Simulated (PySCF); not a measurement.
```xyz
4
charge 0 multiplicity 4, angstrom
Ru    0.0000    0.0000   -0.2096
Cl    0.0000    0.0000    1.9967
Cl    2.1530    0.0000   -0.6930
Cl   -2.1530    0.0000   -0.6930
```

Computed with UPBE0 in PySCF with Ru def2-TZVP with ECP28, Cl def2-TZVP; scalar-relativistic core potentials, no spin–orbit coupling; density-fitted integrals.

This geometry of RuCl₃ is a stationary point at this level.

Question: What is the point group?

Answer: C2v.

Question: Is it a minimum?

Answer: Yes: all harmonic wavenumbers are real.

Question: Which band is strongest in the infrared?

Answer: 432 cm⁻¹ (b2), 167 km/mol.

Question: Give the ideal-gas entropy at 298.15 K and 1 bar by parts.

Answer: translation 175.4, rotation 114.2, vibration 53.4, spin 11.5; total 354.4 J/(mol K).

Other isomers or separated fragments may lie lower. Open d and f shells are described by one determinant, and the ground state may have another occupation or spin. At this level a quartet minimum of C2v symmetry lies 6 kJ/mol below this structure.
